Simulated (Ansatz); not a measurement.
`[SiH3][SiH]1[AlH][S]1` + `[Cl][SnH]([Cl])[Cl]` → `[SiH3][Sn]([Cl])([Cl])[Cl]` + `[AlH]1[SiH2][S]1`  (formal exchange of groups at the Si–Si bond)

Program: Ansatz. Geometries: PBE0-D4/def2-TZVP. ΔE: electronic, gas phase. CCSD(T)/CBS adds triple-zeta CCSD(T) − MP2 to the extrapolated MP2 energy (def2 sets, frozen cores). Functionals use def2-TZVPP. Elements past krypton have def2 core potentials. For Sn outer-core shells are correlated without core-valence functions, which leaves a few kJ/mol of doubt a bond.

| level | ΔE (kcal/mol) | difference from CCSD(T)/CBS |
| --- | --- | --- |
| PBE-D4 | -7.1 | 0.9 |
| BLYP-D4 | -8.9 | -0.9 |
| B97M-V | -4.5 | 3.5 |
| r2SCANh-D4 | -7.4 | 0.6 |
| r2SCAN0-D4 | -7.4 | 0.6 |
| BHLYP-D4 | -8.7 | -0.7 |
| ωB97M-V | -8.2 | -0.2 |
| B2PLYP | -8.5 | -0.5 |
| MP2/def2-SVP | -7.2 | 0.8 |
| HF/def2-TZVPP | -8.3 | -0.3 |
| MP2/def2-TZVPP | -8.5 | -0.5 |
| CCSD(T)/def2-TZVPP | -7.1 | 0.9 |
| MP2/def2-QZVPP | -9.0 | -1.0 |
| SCS-MP2/def2-QZVPP | -8.8 | -0.8 |
| HF/CBS(def2) | -8.4 | -0.4 |
| CCSD/CBS(def2) | -8.3 | -0.3 |
| CCSD(T)/CBS | -8.0 | 0 |

Largest T1 diagnostic among the species: 0.015.

Leaving LDA and LC-ωPBE aside and taking each functional with its dispersion term where it has one, the values spread over 4.4 kcal/mol, from BLYP-D4 to B97M-V. At CCSD(T), def2-SVP lies +0.9 kcal/mol from the extrapolated value and def2-TZVPP +0.9 kcal/mol.
